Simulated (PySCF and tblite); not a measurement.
The numbers below are computed, except where a source is named.
2 regioisomers of C6H8O2:

```
isomer                                                    SMILES
     A    [O:1]=[CH:2][C@@H:3]1[CH2:4][CH2:5][CH2:6][C:7]1=[O:8]
     B  [O:1]=[CH:2][C@@H:3]1[CH2:4][CH2:5][C:6](=[O:7])[CH2:8]1
```

Each isomer is a Boltzmann average at 298.15 K over at most 4 conformers: GFN2-xTB geometries, energies B3LYP/def2-SVP (IEF-PCM, methanol) (D3(BJ) added where defined), GIAO shieldings KT2/pcSseg-1 (IEF-PCM, methanol), GFN2-xTB thermal terms. Programs: PySCF with density fitting and tblite.

(1) What shifts does each isomer give (ppm; of two unlike H on one atom, a is the less shielded)?

The conformer set may be incomplete (the search or the number kept was capped). Shifts are unscaled: against experiment ¹³C can be off by 15 ppm or more and ¹H by 0.8 ppm.

Results:

(1) 
A: ¹H (against TMS): 9.77 (H2, 1H), 3.88 (H3, 1H), 2.74 (H4a, 1H), 2.45 (H6a, 1H), 2.41 (H6b, 1H), 2.02 (H5a, 1H), 2.00 (H4b, 1H), 1.98 (H5b, 1H). ¹³C (against TMS): 207.9 (C7), 194.0 (C2), 70.2 (C3), 43.0 (C6), 25.9 (C4), 25.7 (C5).

B: ¹H (against TMS): 9.95 (H2, 1H), 3.22 (H3, 1H), 2.74 (H8a, 1H), 2.36 (H4a, 1H), 2.30 (H5a, 1H), 2.26 (H8b, 1H), 2.21 (H4b, 1H), 2.20 (H5b, 1H). ¹³C (against TMS): 214.7 (C6), 199.1 (C2), 54.8 (C3), 41.3 (C5), 38.0 (C8), 27.1 (C4).
